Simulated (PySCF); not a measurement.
Delta-SCF ions had no search for a lower state. Excitations are Tamm–Dancoff values on a coarser integration grid. The basis has no diffuse functions, so Rydberg states are missing or too high.

Cartesian coordinates (Å):
```xyz
7

C     -1.3196     0.0100    -0.0021
C     -0.0207     0.0112    -0.0123
C      1.2774    -0.0418    -0.0140
F      2.0464     1.0418    -0.2146
H     -1.8790     0.1762     0.9142
H     -1.8920    -0.1492    -0.9116
H      1.8527    -0.9462     0.1429
```
Charge 0, spin multiplicity 1.

**Question.** Predict the HOMO, LUMO, vertical ionisation energy (Delta-SCF), T1 excitation (TDA) and dipole moment from PBE-D3(BJ)/def2-TZVP // PBE0-D3(BJ)/def2-TZVP in PySCF.

**Answer.** 
```yaml
HOMO: -6.21 eV
LUMO: -1.68 eV
vertical ionisation energy (Delta-SCF): 9.74 eV
T1 excitation (TDA): 4.23 eV
dipole_moment: 1.57 D
```
